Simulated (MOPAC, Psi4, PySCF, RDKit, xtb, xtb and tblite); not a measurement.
Two geometries of SMILES C=Cc1ccc(C(C)C)cc1, relaxed at GFN2-xTB with one dihedral held; other torsions can differ between them too.

Structure A

```
25

C     -4.2675    -0.7135    -0.4391
C     -3.4256    -0.8500     0.5721
C     -1.9870    -0.5668     0.4792
C     -1.5254     0.7005     0.1388
C     -0.1710     0.9670     0.0837
C      0.7641    -0.0197     0.3729
C      2.2453     0.2623     0.3144
C      2.6351     1.3337     1.3351
C      2.6659     0.6789    -1.0967
C      0.2994    -1.2798     0.7282
C     -1.0544    -1.5490     0.7958
H     -3.9417    -0.3331    -1.3935
H     -5.3133    -0.9553    -0.3507
H     -3.7622    -1.2689     1.5130
H     -2.2401     1.4793    -0.0861
H      0.1583     1.9606    -0.1833
H      2.7781    -0.6609     0.5696
H      3.7122     1.4876     1.3271
H      2.3358     1.0299     2.3359
H      2.1518     2.2801     1.1056
H      3.7442     0.8154    -1.1433
H      2.3817    -0.0849    -1.8174
H      2.1896     1.6135    -1.3823
H      1.0085    -2.0617     0.9634
H     -1.3955    -2.5347     1.0795
```

Structure B

```
25

C      4.2551    -0.7861    -0.4660
C      3.4381    -0.8055     0.5774
C      2.0193    -0.4550     0.5253
C      1.2093    -0.8406    -0.5405
C     -0.1317    -0.5134    -0.5636
C     -0.7122     0.2047     0.4760
C     -2.1771     0.5651     0.4578
C     -2.5059     1.4515    -0.7453
C     -3.0461    -0.6946     0.4568
C      0.0930     0.5752     1.5458
C      1.4329     0.2410     1.5794
H      3.9079    -0.5311    -1.4537
H      5.2999    -1.0302    -0.3756
H      3.8279    -1.0228     1.5646
H      1.6375    -1.4102    -1.3524
H     -0.7348    -0.8291    -1.4024
H     -2.4000     1.1316     1.3692
H     -3.5494     1.7575    -0.7134
H     -1.8828     2.3434    -0.7400
H     -2.3335     0.9188    -1.6772
H     -4.0992    -0.4259     0.5065
H     -2.8070    -1.3201     1.3142
H     -2.8829    -1.2760    -0.4472
H     -0.3378     1.1277     2.3695
H      2.0398     0.5360     2.4241
```

Question: Which is lower in energy at the level B3LYP-D3(BJ)/def2-SVP // GFN2-xTB run with Psi4, and by how much?

Answer: B is lower, by 7.66 kJ/mol (dihedral C1–C2–C3–C4: 60° in A, 40° in B).

E(B) − E(A) in kJ/mol at the other levels, on the same two geometries: GFN2-xTB (xtb and tblite) -5.46; MMFF94 // GFN2-xTB (RDKit) -1.69; B3LYP/def2-SVP // GFN2-xTB (Psi4) -7.47; PBE/def2-SVP // GFN2-xTB (Psi4) -8.03; PBE-D3(BJ)/def2-SVP // GFN2-xTB (Psi4) -8.13; UFF // GFN2-xTB (RDKit) -8.42; AM1, restricted, heats of formation // GFN2-xTB (MOPAC) -3.16; PM3, restricted, heats of formation // GFN2-xTB (MOPAC) -2.18; GFN1-xTB // GFN2-xTB (xtb) -5.17; restricted B3LYP/6-31G*, spherical d, density fitting // GFN2-xTB (PySCF) -7.33; restricted Hartree-Fock/LANL2DZ, density fitting // GFN2-xTB (PySCF) -6.30; restricted Hartree-Fock/6-31G*, spherical d, density fitting // GFN2-xTB (PySCF) -4.87; restricted M06-2X/6-31G*, spherical d, density fitting // GFN2-xTB (PySCF) -6.65.
